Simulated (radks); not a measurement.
The numbers below are computed, except where a source is named.
Problem. The mean radii <r> (bohr) of the occupied orbitals of an atom or ion are listed with their occupations. Level of theory: Dirac Kohn-Sham, exchange-only LDA, spin-unpolarised, spherical densities, point nucleus (a radial shooting solver on a logarithmic mesh with Libxc functionals).

orbital  occ.      <r>
1s1/2       2  0.04556
2s1/2       2   0.2029
2p1/2       2   0.1748
2p3/2       4   0.1785
3s1/2       2   0.5996
3p1/2       2   0.6110
3p3/2       4   0.6218
3d3/2       4   0.6773
3d5/2       6   0.6821
4s1/2       2    1.943
4p1/2       2    2.567
4p3/2       1    2.628

Name the element and its charge. Open shells, if any, fill j = l - 1/2 first.

Solution. Z = 33, arsenic, charge 0: As in [Ar] 3d10 4s2 4p3. The 1s radius gives Z: for a bare nucleus <r> = (2 gamma + 1)/(2Z) with gamma = sqrt(1 - (Z/c)^2), 0.04456 bohr for Z = 33, and screening makes it slightly larger (0.04556 here). The occupations add up to 33, and the charge is Z minus that.
